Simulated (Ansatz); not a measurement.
`C[Se][Al]([F])[F]` + H₂ → `C[Se][AlH][F]` + H–F at 500 K and 1 bar (hydrogenolysis of the Al–F bond).

Computed with Ansatz on PBE0-D4/def2-TZVP structures; ΔE is electronic, products minus reactants. CBS: MP2 limit from def2 TZ/QZ plus the TZ coupled-cluster correction, frozen cores. This one scheme is used for every species. For Se outer-core shells are correlated without core-valence functions, which leaves a few kJ/mol of doubt a bond. Scalar relativity is left out up to krypton. One conformer a species, not always the lowest.

| species | CCSD(T)/CBS energy (Eh) | H − E (kJ/mol) | S (J/(mol·K)) |
| --- | --- | --- | --- |
| `C[Se][Al]([F])[F]` | -2882.36734 | 159.8 | 434.7 |
| H₂ | -1.17544 | 41.0 | 145.5 |
| `C[Se][AlH][F]` | -2783.08628 | 166.7 | 402.5 |
| H–F | -100.39570 | 39.4 | 188.7 |

H − E and S are ideal-gas, rigid-rotor, harmonic terms from PBE0-D4/def2-TZVP, for one conformer and one mirror image of each species. The MP2-based limit puts H₂ 0.8 mEh under its directly extrapolated value; such offsets cancel only in part. 1 Eh = 2625.50 kJ/mol, R = 8.31446 J/(mol·K).

Problem. By hand: ΔE, ΔH, ΔS and ΔG.

Solution. ΔE = (-2783.08628) + (-100.39570) − (-2882.36734) − (-1.17544) = 0.06080 Eh = 159.6 kJ/mol. Δ(H − E) = 166.7 + 39.4 − 159.8 − 41.0 = 5.3, so ΔH = 164.9 kJ/mol. ΔS = 402.5 + 188.7 − 434.7 − 145.5 = 11.0 J/(mol·K). ΔG = 164.9 − 500 × (11.0)/1000 = 159.4 kJ/mol.

Problem. By hand: the equilibrium constant, and the temperature at which ΔG would vanish if ΔH and ΔS stayed fixed.

Solution. log₁₀ K = −ΔG/(RT ln 10) = -16.7. ΔG = 0 at ΔH/ΔS = 14991 K, far beyond where these terms or the molecules hold.

The number of gas molecules stays the same, so ΔS is small and ΔH decides. A doubt of 5 kJ/mol in ΔE shifts log₁₀ K by 0.5 here. Other conformers and mirror images would add mixing entropy, several J/(mol·K) or more a flexible species. Modes under 60 cm⁻¹, often nearly free rotors, make the harmonic entropy too high. These are equilibria of isolated gas molecules and say nothing of rates. Largest T1 diagnostic: 0.011 (customary marks: 0.02 for closed shells, 0.045 for open ones).
